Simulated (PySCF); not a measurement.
**Working with the constants of CuS**

PBE0 constants of CuS, ²Π (doublet), unpaired electrons π ↑ (basis Cu cc-pVDZ-PP with ECP10, S cc-pV(D+d)Z; scalar-relativistic core potentials; PySCF 2.14; masses 62.9296 and 31.9721 u):

```
ωe                      : 428.6 cm⁻¹
ωexe                    : 1.96 cm⁻¹
Be                      : 0.18894 cm⁻¹
αe                      : 0.00119 cm⁻¹
D (centrifugal)         : 1.47e-07 cm⁻¹
De to Cu (3d10 4s1) + S : 2.97 eV
```

(1) Give the vibrational terms G(v) and spacings up to v = 6.

(2) How well does the Morse estimate ωe²/(4ωexe) reproduce De, and what is D0?

The state is the lowest single determinant that the PBE0 search found; with open d or f shells the true ground state can be another one.

## Answers

(1) G(v) = ωe(v+½) − ωexe(v+½)².

```
v  G(v) (cm⁻¹)  G(v) − G(v−1)  Bv (cm⁻¹)
0          214                    0.1883
1          638            425     0.1872
2         1059            421     0.1860
3         1476            417     0.1848
4         1889            413     0.1836
5         2298            409     0.1824
6         2703            405     0.1812
```

(2) It gives 2.91 eV, 98 % of the computed De. D0 = De − G(0) = 2.97 − 0.03 = 2.94 eV.
